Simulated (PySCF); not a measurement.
# TlCl⁻ from Hartree–Fock to correlated methods

State: ²Π (doublet), unpaired electrons π ↑. Set-up: Tl def2-SVPD with ECP60, Cl def2-SVPD; scalar-relativistic core potentials (PySCF 2.14). De refers to Tl + Cl⁻ in their high-spin ground configurations, without counterpoise correction. The functionals are run spin-unrestricted. A positive dipole points towards Cl; it is taken about the centre of mass and depends on that origin.

| Level | Re (Å) | ωe (cm⁻¹) | De (eV) | μ (D) |
| --- | --- | --- | --- | --- |
| UHF | 2.868 | 150 | n/a | -6.38 |
| UHF-MP2 | 2.793 | 176 | 1.04 | n/a |
| UHF-SCS-MP2 | 2.818 | 169 | 0.97 | n/a |
| UHF-CCSD | 2.817 | 169 | n/a | n/a |
| UHF-CCSD(T) | 2.811 | 171 | 1.00 | n/a |
| PBE | 2.784 | 177 | 1.11 | -5.21 |
| PW91 | 2.780 | 179 | 1.13 | -5.23 |
| r²SCAN | 2.760 | 185 | 1.17 | -5.20 |
| r²SCANh | 2.757 | 185 | 1.15 | -5.27 |
| PBE0 | 2.765 | 182 | 1.08 | -5.35 |
| M06 | 2.778 | 181 | 1.15 | -5.23 |

Q: Which functional lies closest to UHF-CCSD(T) in De, which farthest, and by how much do they differ from it?

A: Closest is PBE0 (-4.6 pm in Re, +6.4 % in ωe, +0.08 eV in De against UHF-CCSD(T) in the same basis), farthest r²SCAN (-5.1 pm in Re, +8.2 % in ωe, +0.17 eV in De). CCSD(T) converges more slowly with the basis than the functionals do and binds too weakly in this one, so the order can change at the basis-set limit.

Q: What does a quarter of exact exchange do here, going from PBE to PBE0?

A: PBE0 less PBE: -1.9 pm in Re, +2.8 % in ωe, -0.03 eV in De. Exact exchange removes part of the self-interaction that spreads semilocal densities, and in most molecules shortens and stiffens the bond and lowers De; so it does here.

Q: What does the step from GGA to meta-GGA do here, going from PBE to r²SCAN?

A: r²SCAN less PBE: -2.4 pm in Re, +4.5 % in ωe, +0.06 eV in De. 

Correlated steps freeze 9 core orbitals. Correlated levels converge slowly with the basis: in double zeta they bind strong bonds too weakly, by up to about 1 eV, and carry superposition errors of some tenths. These are scalar-relativistic numbers at best; spin–orbit coupling would shift them, the dissociation energy most. For an ion De counts to the pair picked by the measured ionisation energies or electron affinities, which need not be the lowest pair at this level. The highest Kohn–Sham level is positive in this anion. Much of that is self-interaction error, but it also means that the finite basis helps to hold the extra electron. The state was picked by a PBE0 search and need not be the measured ground state.

The whole job (state search and all levels along the bond) took about 2.9 min on 1 thread of AMD EPYC 7R13 (shared host), peak memory 0.75 GiB.
